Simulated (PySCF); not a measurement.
C₅H₃F, SMILES C#CC(C#C)F. Coordinates come from a B3LYP-D3(BJ)/def2-SVP optimisation.

Calculation: B3LYP-D3(BJ)/def2-SVP (PySCF).

Harmonic wavenumbers (cm⁻¹): 128, 206, 226, 328, 502, 555, 613, 701, 704, 742, 743, 894, 1047, 1067, 1317, 1323, 2238, 2239, 3019, 3469, 3469. Rotational constants (GHz): 5.668, 2.794, 1.967; symmetry number 1.

Task: Work out the zero-point energy and the ideal-gas rigid-rotor harmonic-oscillator thermochemistry at 298.15 K and 1 atm.

Result: ZPE = ½ Σ hcν = ½ × 25531 cm⁻¹ = 36.50 kcal/mol. H − E(el) = 40.91 kcal/mol. Entropy in cal/(mol K): translation 39.13, rotation 26.74, vibration 11.31, total 77.18. G − E(el) = 17.90 kcal/mol. Cp = 23.09 cal/(mol K). Modes under 150 cm⁻¹ make the vibrational entropy uncertain.
